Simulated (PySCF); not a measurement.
**Two-component Hartree-Fock for Ca⁺ (calcium, charge +1)**

Start: [Ar] 4p1; 4p3/2 filled at m_j = +3/2. Calculated with PySCF 2.14 in x2c-TZVPall-2c with one added diffuse shell each of s, p, d type (7s8p4d, 51 functions): generalised Hartree-Fock with the X2C-1e Hamiltonian and a Gaussian nucleus; one run each with spin-orbit coupling (SO) switched off, then screened by Boettger's factors. This is a chosen level, not necessarily the ground level.

| spinor shell | electrons | ε, spin-free (eV) | ε, screened SO (eV) | weight of nominal j (screened SO) | rms radius, screened SO (bohr) |
| --- | --- | --- | --- | --- | --- |
| 1s1/2 | 2 | -4092.7 | -4092.7 | 1.000 | 0.0888 |
| 2s1/2 | 2 | -469.52 | -469.52 | 1.000 | 0.393 |
| 2p1/2 | 2 | -379.06 | -381.62 | 1.000 | 0.361 |
| 2p3/2 | 4 | -379.06 | -377.81 | 1.000 | 0.363 |
| 3s1/2 | 2 | -69.322 | -69.329 | 1.000 | 1.24 |
| 3p1/2 | 2 | -44.342 | -44.606 | 0.977 | 1.37 |
| 3p3/2 | 4 | -44.342 | -44.222 | 0.988 | 1.37 |
| 4p3/2 | 1 | -8.422 | -8.413 | 1.000 | 4.84 |

```
   quantity   spin-free  screened SO
E (hartree)  -679.32144   -679.32449
        M_J         3/2          3/2
       ⟨J²⟩       3.750        3.750
       ⟨L²⟩       2.000        2.000
       ⟨S²⟩       0.750        0.750
```

Each row is a mean over spinors that exchange with the open shell spreads, by up to 0.308 eV (3p3/2).

Without spin-orbit coupling the j labels of p, d and f shells carry no meaning; the spin-free column gives the mean over the occupied spinors of each nl shell.
